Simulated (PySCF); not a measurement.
# Al (aluminium, neutral) across methods

[Ne] 3s1 3p2, high-spin 4P determinant (an excited configuration). Calculation: PySCF 2.14, in aug-cc-pwCVDZ (6s5p3d, 36 functions); the non-relativistic Hamiltonian (point nucleus).

| method | E (hartree) | mean ε 2p β (eV) | mean ε 3s α (eV) | mean ε 3p α (eV) | Σ⟨r²⟩ (bohr²) | ⟨S²⟩ |
| --- | --- | --- | --- | --- | --- | --- |
| wB97X-V | -242.1826 | -77.358 | -13.047 | -6.720 | 34.88 | 3.750 |
| LDA | -241.1725 | -70.742 | -9.240 | -3.891 | 35.20 | 3.750 |
| PW91 | -242.2100 | -70.676 | -9.198 | -3.911 | 34.87 | 3.750 |
| revPBE | -242.1825 | -70.475 | -9.121 | -3.876 | 34.91 | 3.750 |
| UHF | -241.78552 | -88.312 | -14.215 | -7.123 | 35.03 | 3.750 |
| PBE | -242.0932 | -70.531 | -9.160 | -3.886 | 34.95 | 3.750 |
| r2SCAN | -242.2117 | -72.213 | -9.553 | -4.090 | 34.67 | 3.750 |
| r2SCAN0 | -242.2082 | -76.441 | -10.778 | -4.886 | 34.60 | 3.750 |

(1) Estimate the same row for PBE0.

Answers

(1) E (hartree) = -242.1205; mean ε 2p β (eV) = -75.238; mean ε 3s α (eV) = -10.524; mean ε 3p α (eV) = -4.770; Σ⟨r²⟩ (bohr²) = 34.71; ⟨S²⟩ = 3.750.
